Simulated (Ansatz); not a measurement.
Stepwise reaction of `[GeH3][SiH2][GeH3]` with ammonia, as a gas-phase model of exchange steps in deposition or etching. ΔE in kJ/mol; ΔG adds harmonic PBE0-D4 terms to CCSD(T)/CBS, at 1 bar.

Isolated molecules relaxed with PBE0-D4/def2-TZVP in Ansatz; ΔE leaves out vibrations. CBS: MP2 limit from def2 TZ/QZ plus the TZ coupled-cluster correction, frozen cores. This one scheme is used for every species. DFT in def2-TZVPP. B3LYP here is the variant with VWN-RPA as its local correlation; programs differ in this. For Ge outer-core shells are correlated without core-valence functions, which leaves a few kJ/mol of doubt a bond. Scalar relativity is left out up to krypton. One conformer a species, not always the lowest.

```tsv
step	reaction	PBE-D4	B3LYP-D4	ωB97M-V	CCSD(T)/CBS	ΔG(600 K)
2	`N[SiH2][GeH3]` + NH₃ → `N[SiH2]N` + GeH₄	-36.8	-50.4	-54.6	-50.2	-41.7
```

(1) Give the row of step 1, `[GeH3][SiH2][GeH3]` + NH₃ → `N[SiH2][GeH3]` + GeH₄. (An estimate is asked.)

(2) By hand: ΔE of the 2 steps together at CCSD(T)/CBS.

Answers

(1) Computed: 
```csv
step,reaction,PBE-D4,B3LYP-D4,ωB97M-V,CCSD(T)/CBS,ΔG(600 K)
1,`[GeH3][SiH2][GeH3]` + NH₃ → `N[SiH2][GeH3]` + GeH₄,-2.1,-16.1,-19.0,-12.9,-15.3
```

(2) (-12.9) + (-50.2) = -63.1 kJ/mol, or -31.6 kJ/mol a step.

In ΔE each step is lower than the one before. All are downhill at CCSD(T)/CBS. ΔG lies between -41.7 and -15.3 kJ/mol a step. PBE-D4 differs from CCSD(T)/CBS by 10.8 to 13.4 kJ/mol a step. Isolated molecules leave out the surface, adducts and barriers. Largest T1 diagnostic: 0.012.
